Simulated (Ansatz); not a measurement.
Basis-set extrapolation for C₂H₉FSi₂, SMILES `C[SiH2]C[SiH2]F` (PBE0-D4/def2-TZVP geometry, frozen core, the Gaussian-basis code of Ansatz). Multiplicity 1, RHF reference.

|  | def2-TZVPP | def2-QZVPP |
| --- | --- | --- |
| HF | -758.470734 | -758.497778 |
| MP2 correlation | -0.856936 | -0.922458 |
| CCSD(T) correlation | -0.946920 | not run |

Energies in hartree. Use E(X) = E(∞) + A·exp(−7.88·√X) for Hartree–Fock and E(X) = E(∞) + B·X^(−2.97) for correlation, with X = 3 and 4, and add CCSD(T) minus MP2 of the smaller set to the MP2 limit.

Problem. What is the CCSD(T) energy at the basis-set limit?

Solution. HF limit: -758.497778 + (-0.027044) × 0.13774 = -758.50150. MP2 limit: -0.922458 + (-0.065522) × 0.74074 = -0.97099. Higher-order term: -0.946920 − (-0.856936) = -0.08998. Total: -759.56247 hartree, 380.2 kJ/mol below CCSD(T)/def2-TZVPP.
